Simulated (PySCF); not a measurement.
## State search for KAs⁺

Unrestricted PBE0; K pcseg-1, As pcseg-1; no relativity (PySCF 2.14). Outer shells of the fragments: K+ closed shells only; As 3d10 4s2 4p3.

Followed along the bond (rough minima from three points):

| 2Ms+1 | unpaired | ⟨S²⟩ at the start | R at minimum (Å) | Te (eV) |
| --- | --- | --- | --- | --- |
| 4 | σ ↑, π ↑↑ | 3.75 | 3.67 | 0.00 |
| 2 | σ ↓, π ↑↑ | 1.76 | 3.73 | 0.71 |
| 2 | σ ↑, π ↑↓ | 1.76 | 3.69 | 0.72 |
| 2 | π ↑ | 0.75 | 3.53 | 1.41 |

Solutions found at the starting distance of 3.220 Å, counted from the lowest of them; the search is not exhaustive and high or unbound solutions are not listed, so other states can lie among these:

```json
{"2Ms+1": "4", "unpaired": "σ ↑, π ↑↑", "term": "⁴Σ⁻", "E (eV)": "0.00", "⟨S²⟩": "3.75", "⟨Lz²⟩": "0.00", "μ (D)": "-8.49"}
{"2Ms+1": "2", "unpaired": "σ ↓, π ↑↑", "term": "mixed", "E (eV)": "0.72", "⟨S²⟩": "1.76", "⟨Lz²⟩": "0.00", "μ (D)": "-8.44"}
{"2Ms+1": "2", "unpaired": "σ ↑, π ↑↓", "term": "mixed", "E (eV)": "0.72", "⟨S²⟩": "1.76", "⟨Lz²⟩": "2.01", "μ (D)": "-8.44"}
{"2Ms+1": "2", "unpaired": "π ↑", "term": "²Π", "E (eV)": "1.41", "⟨S²⟩": "0.75", "⟨Lz²⟩": "1.00", "μ (D)": "-7.97"}
{"2Ms+1": "2", "unpaired": "σ ↑", "term": "mixed", "E (eV)": "1.83", "⟨S²⟩": "0.75", "⟨Lz²⟩": "2.00", "μ (D)": "-8.31"}
{"2Ms+1": "2", "unpaired": "π ↑", "term": "²Π", "E (eV)": "2.21", "⟨S²⟩": "0.75", "⟨Lz²⟩": "1.01", "μ (D)": "-8.52"}
{"2Ms+1": "4", "unpaired": "σ ↑↑, π ↑", "term": "⁴Π", "E (eV)": "6.42", "⟨S²⟩": "3.75", "⟨Lz²⟩": "1.00", "μ (D)": "2.24"}
{"2Ms+1": "4", "unpaired": "π ↑↑↑", "term": "⁴Π", "E (eV)": "7.94", "⟨S²⟩": "3.75", "⟨Lz²⟩": "1.00", "μ (D)": "0.92"}
{"2Ms+1": "4", "unpaired": "π ↑↑, δ ↑", "term": "⁴Δ", "E (eV)": "9.80", "⟨S²⟩": "3.75", "⟨Lz²⟩": "4.00", "μ (D)": "4.34"}
```

A term symbol is given only where ⟨S²⟩ and ⟨Lz²⟩ are close to those of a pure state; real π, δ and φ orbitals otherwise mix terms. A positive dipole points towards As; it is taken about the centre of mass and depends on that origin.

Spin–orbit coupling is left out.
